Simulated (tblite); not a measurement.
Species: C3H10SSi2.
Cartesian coordinates in Å at the GFN2-xTB level; atoms count from 1:
```xyz
16
C3H10SSi2 angstrom
Si     2.515   -0.078   -0.734
S      1.678    0.835    1.003
C     -0.104    0.424    0.980
C     -0.942    1.108   -0.112
C     -1.910   -0.049   -0.432
Si    -0.825   -1.300    0.527
H      2.689   -1.508   -0.500
H      1.637    0.135   -1.880
H      3.782    0.618   -0.881
H     -0.428    0.746    1.971
H     -1.432    2.022    0.222
H     -0.327    1.354   -0.977
H     -2.057   -0.213   -1.497
H     -2.891    0.112    0.010
H      0.020   -2.151   -0.308
H     -1.413   -2.046    1.636
```

Calculated harmonic vibrations of the isolated species, GFN2-xTB (tblite), most abundant isotopes, no scaling. Against measured fundamentals such values can be off by several per cent, at times by over 20. Modes of hydrogen on silicon can be 10 to 20 % off. One conformer, not necessarily the lowest.

Harmonic wavenumbers (cm⁻¹): 54.7, 71.7, 119.6, 151.2, 208.8, 314.6, 416.9, 432.7, 509.2, 518.0, 535.2, 567.5, 590.3, 620.7, 703.2, 733.0, 753.6, 762.9, 784.0, 797.0, 861.8, 887.5, 999.2, 1026.4, 1054.4, 1138.8, 1173.7, 1207.6, 1231.7, 1277.9, 1469.7, 1495.5, 2272.6, 2280.6, 2288.1, 2297.5, 2361.6, 2953.5, 2985.0, 3001.7, 3008.8, 3016.0.

A = 2982, B = 1174, C = 1089 MHz; mass 134.004 u (most abundant isotopes); point group C1, symmetry number 1.

Question: Zero-point energy?

Answer: ½Σν̃ = 24967 cm⁻¹ = 71.39 kcal/mol.

Question: Entropy at 273.15 K, 1 bar (ideal gas, RRHO, classical rotation)?

Answer: Translation 40.18, rotation 28.56, vibration 22.77: S = 91.5 cal/(mol K).

Question: And Cp and H(273.15 K) − H(0)?

Answer: Cp = 33.99 cal/(mol K), of which vibrations give 26.04 (their classical limit is 42 R = 83.5); H(273.15 K) − H(0) = 5.55 kcal/mol without the zero-point energy, 3.38 from vibrations.

Question: Which modes carry the vibrational entropy at 273.15 K?

Answer: 54.7 cm⁻¹: 4.47; 71.7 cm⁻¹: 3.93; 119.6 cm⁻¹: 2.94; 151.2 cm⁻¹: 2.49; 208.8 cm⁻¹: 1.90; 314.6 cm⁻¹: 1.20 cal/(mol K); the other 36 give 5.85 together.

Question: Blend soft modes into free rotors: weight 1/[1 + (100 cm⁻¹/ν̃)⁴] for the oscillator and the rest for a rotor with moment μB/(μ + B), μ = h/(8π²ν), B = 10⁻⁴⁴ kg m². What vibrational entropy results?

Answer: 20.98 cal/(mol K) in place of 22.77, which changes −T·S at 273.15 K by +0.49 kcal/mol.

Hindered rotation and anharmonicity are outside this model. Other conformers, if any are populated, would add a mixing term that is left out. The structure is chiral; the term R ln 2 for an equal mix with its mirror image is left out.

The run took 1.0 s on Arm Neoverse N1, one thread, shared host with 64 logical CPUs at a one-minute load of 56. This covers the Hessian and the dipole derivatives.
